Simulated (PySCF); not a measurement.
**How methods differ on the ionisation energy of Os⁷²⁺**

Os⁷²⁺ [He] 2s2 → Os⁷³⁺ [He] 2s1 [2s1/2^1, M_J = 1/2], as a difference of total energies. Computed with PySCF 2.14 in an even-tempered Gaussian basis (16 s from 60 bohr⁻², ratio 2.4; 13 p from 79 bohr⁻², ratio 2.4; 5 d from 250 bohr⁻², ratio 2.6; 4 f from 370 bohr⁻², ratio 2.6), with the two-component X2C-1e Hamiltonian. Correlated levels: nothing frozen; the 28 highest virtual spinors dropped. "Screened" scales the spin-orbit matrix elements by Boettger's factors to mimic the two-electron term; Breit and QED terms are absent.

```tsv
method	ionisation energy (eV)
GMP2 (spin-free)	20604.9
GHF (screened spin-orbit)	20600.3
GMP2 (screened spin-orbit)	20606.9
```

Q: How much does correlation contribute at GMP2 (screened spin-orbit)?

A: 20606.9 − (20600.3) = 6.6 eV, measured against GHF (screened spin-orbit).

For this ion Breit and QED terms and the two-electron picture change, all absent here, outweigh the correlation shift from GHF to GMP2.

For comparison: 20570 ± 70 eV (theoretical estimate listed by NIST; NIST Atomic Spectra Database, ionization energies).
